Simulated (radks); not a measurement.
The numbers below are computed, except where a source is named.
Species: Lu3+. Configuration: [Xe] 4f14.

Level of theory: scalar-relativistic Kohn-Sham, PBE, spin-polarised, spherical densities, finite nucleus; Fermi nuclear charge, rms radius 5.37 fm (a radial shooting solver on a logarithmic mesh with Libxc functionals).

Energy parts (hartree):
part                       energy
total                 -14559.9788
kinetic                15904.8237
electron-nucleus      -35809.4121
Hartree                 5644.0784
exchange-correlation    -299.4688

Orbitals (lengths in bohr, moments of r in powers of bohr; r(max) is where P^2 peaks):
orbital	occ.	eigenvalue (hartree)	r(max)	<r^4>	<1/r>	<r^2>
1s	2	-2324.477	0.01214	7.073e-07	82.19	0.0005122
2s	2	-396.5162	0.06931	0.0001081	19.18	0.007920
2p	6	-349.0125	0.05660	0.00008345	17.56	0.006494
3s	2	-90.61268	0.1957	0.004024	7.091	0.05168
3p	6	-76.35130	0.1931	0.004285	6.589	0.05225
3d	10	-59.21387	0.1574	0.003332	6.237	0.04343
4s	2	-18.81955	0.4461	0.09687	2.999	0.2580
4p	6	-14.13966	0.4671	0.1291	2.734	0.2936
4d	10	-8.03048	0.4809	0.1981	2.419	0.3483
4f	14	-1.33062	0.4688	1.266	1.833	0.6732
5s	2	-3.22223	1.043	3.462	1.138	1.528
5p	6	-2.13013	1.191	6.966	0.9506	2.127

The highest occupied level is 4f at -36.208 eV. Summed over all electrons, <r^2> = 31.91 bohr^2, which gives a Langevin (diamagnetic) susceptibility term of -25.3 x 10^-6 cm^3/mol. For comparison, the ionisation energy in NIST's Atomic Spectra Database is 45.25 eV (semi-empirical). In exact Kohn-Sham theory the highest level is minus the ionisation energy, but local and semilocal functionals leave it too shallow, through self-interaction and a potential that decays too fast; potentials with the right tail come closer.
